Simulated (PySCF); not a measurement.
Mesitylene, SMILES Cc1cc(C)cc(C)c1 (C9H12), GFN2-xTB optimised geometry.

```
21

C     -2.48     0.03     0.02
C     -0.98     0.02     0.00
C     -0.28    -1.18     0.00
C      1.11    -1.21     0.00
C      1.84    -2.52    -0.03
C      1.80    -0.01     0.00
C      1.13     1.21     0.00
C      1.89     2.50     0.02
C     -0.26     1.21     0.00
H     -2.86     0.92    -0.47
H     -2.88    -0.85    -0.47
H     -2.83     0.03     1.05
H     -0.83    -2.11     0.00
H      1.99    -2.84    -1.06
H      1.27    -3.29     0.49
H      2.82    -2.42     0.44
H      2.88    -0.02     0.00
H      2.85     2.39    -0.48
H      1.33     3.29    -0.45
H      2.09     2.79     1.05
H     -0.79     2.15     0.00
```

Density from B3LYP/def2-SVP in PySCF at that geometry.

Minimum of the electron density along straight lines between bonded atoms, close to the bond critical point (lines longer than 1.1 times the sum of covalent radii, or with two minima, are not listed):

```json
[
 {"bond": "C1–C2", "length / Å": "1.500", "ρ at the minimum / e bohr⁻³": "0.257", "∇²ρ there / e bohr⁻⁵": "-0.61", "position (fraction from the first atom)": "0.50"},
 {"bond": "C2–C3", "length / Å": "1.388", "ρ at the minimum / e bohr⁻³": "0.313", "∇²ρ there / e bohr⁻⁵": "-0.80", "position (fraction from the first atom)": "0.50"},
 {"bond": "C3–C4", "length / Å": "1.388", "ρ at the minimum / e bohr⁻³": "0.313", "∇²ρ there / e bohr⁻⁵": "-0.80", "position (fraction from the first atom)": "0.50"},
 {"bond": "C4–C5", "length / Å": "1.500", "ρ at the minimum / e bohr⁻³": "0.257", "∇²ρ there / e bohr⁻⁵": "-0.61", "position (fraction from the first atom)": "0.50"},
 {"bond": "C4–C6", "length / Å": "1.387", "ρ at the minimum / e bohr⁻³": "0.313", "∇²ρ there / e bohr⁻⁵": "-0.80", "position (fraction from the first atom)": "0.50"},
 {"bond": "C6–C7", "length / Å": "1.388", "ρ at the minimum / e bohr⁻³": "0.313", "∇²ρ there / e bohr⁻⁵": "-0.80", "position (fraction from the first atom)": "0.50"},
 {"bond": "C7–C8", "length / Å": "1.500", "ρ at the minimum / e bohr⁻³": "0.257", "∇²ρ there / e bohr⁻⁵": "-0.61", "position (fraction from the first atom)": "0.50"},
 {"bond": "C2–C9", "length / Å": "1.388", "ρ at the minimum / e bohr⁻³": "0.313", "∇²ρ there / e bohr⁻⁵": "-0.80", "position (fraction from the first atom)": "0.50"},
 {"bond": "C7–C9", "length / Å": "1.388", "ρ at the minimum / e bohr⁻³": "0.313", "∇²ρ there / e bohr⁻⁵": "-0.80", "position (fraction from the first atom)": "0.50"},
 {"bond": "C1–H10", "length / Å": "1.088", "ρ at the minimum / e bohr⁻³": "0.277", "∇²ρ there / e bohr⁻⁵": "-1.02", "position (fraction from the first atom)": "0.63"},
 {"bond": "C1–H11", "length / Å": "1.088", "ρ at the minimum / e bohr⁻³": "0.277", "∇²ρ there / e bohr⁻⁵": "-1.02", "position (fraction from the first atom)": "0.63"},
 {"bond": "C1–H12", "length / Å": "1.091", "ρ at the minimum / e bohr⁻³": "0.274", "∇²ρ there / e bohr⁻⁵": "-0.99", "position (fraction from the first atom)": "0.62"},
 {"bond": "C3–H13", "length / Å": "1.081", "ρ at the minimum / e bohr⁻³": "0.282", "∇²ρ there / e bohr⁻⁵": "-1.05", "position (fraction from the first atom)": "0.62"},
 {"bond": "C5–H14", "length / Å": "1.091", "ρ at the minimum / e bohr⁻³": "0.274", "∇²ρ there / e bohr⁻⁵": "-0.99", "position (fraction from the first atom)": "0.62"},
 {"bond": "C5–H15", "length / Å": "1.088", "ρ at the minimum / e bohr⁻³": "0.277", "∇²ρ there / e bohr⁻⁵": "-1.02", "position (fraction from the first atom)": "0.62"},
 {"bond": "C5–H16", "length / Å": "1.088", "ρ at the minimum / e bohr⁻³": "0.277", "∇²ρ there / e bohr⁻⁵": "-1.02", "position (fraction from the first atom)": "0.63"},
 {"bond": "C6–H17", "length / Å": "1.081", "ρ at the minimum / e bohr⁻³": "0.282", "∇²ρ there / e bohr⁻⁵": "-1.05", "position (fraction from the first atom)": "0.62"},
 {"bond": "C8–H18", "length / Å": "1.088", "ρ at the minimum / e bohr⁻³": "0.277", "∇²ρ there / e bohr⁻⁵": "-1.02", "position (fraction from the first atom)": "0.63"},
 {"bond": "C8–H19", "length / Å": "1.088", "ρ at the minimum / e bohr⁻³": "0.277", "∇²ρ there / e bohr⁻⁵": "-1.02", "position (fraction from the first atom)": "0.63"},
 {"bond": "C8–H20", "length / Å": "1.091", "ρ at the minimum / e bohr⁻³": "0.274", "∇²ρ there / e bohr⁻⁵": "-0.99", "position (fraction from the first atom)": "0.62"},
 {"bond": "C9–H21", "length / Å": "1.081", "ρ at the minimum / e bohr⁻³": "0.282", "∇²ρ there / e bohr⁻⁵": "-1.05", "position (fraction from the first atom)": "0.62"}
]
```
